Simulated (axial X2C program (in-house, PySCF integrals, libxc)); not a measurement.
Levels of SnCl by electron attachment to SnCl⁺ (EOM-EA-CCSD)

Calculated with an in-house all-electron X2C program for linear molecules (integrals from PySCF): two-component X2C with atomic mean-field Coulomb and Gaunt terms, Gaussian nuclei, basis Sn dyall-acv3z, Cl dyall-av3z with contracted cores.

R = 2.740 Å (1.150 times 2.383 Å, the PBE0 minimum at charge 0 for the lowest determinant).

Levels of SnCl obtained by attaching an electron to SnCl⁺:

| Ω | binding energy (eV) | above lowest (cm⁻¹) | attached spinor | one-particle weight |
| --- | --- | --- | --- | --- |
| 1/2 | 7.638 | 0 | 91% Sn pπ | 0.95 |
| 3/2 | 7.361 | 2232 | 91% Sn pπ | 0.96 |
| 1/2 | 5.655 | 15990 | 59% Sn pσ, 15% Cl pσ, 11% Sn dσ | 0.95 |
| 1/2 | 3.069 | 36851 | 83% Sn sσ, 6% Sn dσ | 0.98 |
| 1/2 | 2.111 | 44578 | 89% Sn pπ, 7% Sn dπ | 0.99 |
| 3/2 | 2.075 | 44870 | 91% Sn pπ, 7% Sn dπ | 0.99 |

**Question.** What is the splitting of the first π pair in the table, and is it regular or inverted?

**Answer.** E(3/2) − E(1/2) = 2232 − 0 = 2232 cm⁻¹ at EOM-EA-CCSD: regular, Ω = 1/2 lower. Splittings at this level can be off by ten to twenty per cent.

This point took 22 s on 1 thread of Intel(R) Xeon(R) Processor @ 2.30GHz, on a shared host.

Reference electrons by ω block (each with its −ω partner): 1/2: 22, 3/2: 9, 5/2: 2. 10 electrons of SnCl⁺ correlated (inner shells frozen), 92 natural virtual spinors (a truncated set); levels can be off by some tenths of an eV. Roots sought by Ω: (1/2: 5, 3/2: 4, 5/2: 2, 7/2: 1); rows need 60 % one-particle weight and stop where some Ω has no more roots. Missing are any skipped roots, higher Ω and states of a further excitation; these come out far too high here and may in truth be low or lowest. T1 of the reference 0.029 (Lee–Taylor). The reference was not checked to be the lowest state of its species. Number of frozen shells: Sn 4 s, 3 p, 2 d; Cl 2 s, 1 p. Large amplitudes in the reference (orbital relaxation or multireference character) lower the reliability.
